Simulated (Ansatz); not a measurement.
The same ligand exchange along the group Al, Ga, In.

Program: Ansatz. Geometries: PBE0-D4/def2-TZVP. ΔE: electronic, gas phase. CCSD(T)/CBS is the MP2 limit (def2-TZVPP, def2-QZVPP) plus CCSD(T) − MP2 in def2-TZVPP, frozen cores. This one scheme is used for every species. def2 core potentials past Kr. For Br, Ga, In outer-core shells are correlated without core-valence functions, which leaves a few kJ/mol of doubt a bond. Scalar relativity is left out up to krypton. One conformer a species, not always the lowest.

(1) Order these by ΔE at CCSD(T)/CBS, lowest first. (Estimate.)
A. `[F][Ga]([SH])[Br]` + H–F → `[F][Ga]([F])[Br]` + H₂S
B. `[F][Al]([SH])[Br]` + H–F → `[F][Al]([F])[Br]` + H₂S
C. `[F][In]([SH])[Br]` + H–F → `[F][In]([F])[Br]` + H₂S

Largest T1 diagnostic: 0.014, for `[F][In]([F])[Br]`.

Results:

(1) B (-61.1 kJ/mol), A (+25.5 kJ/mol), C (+51.2 kJ/mol).
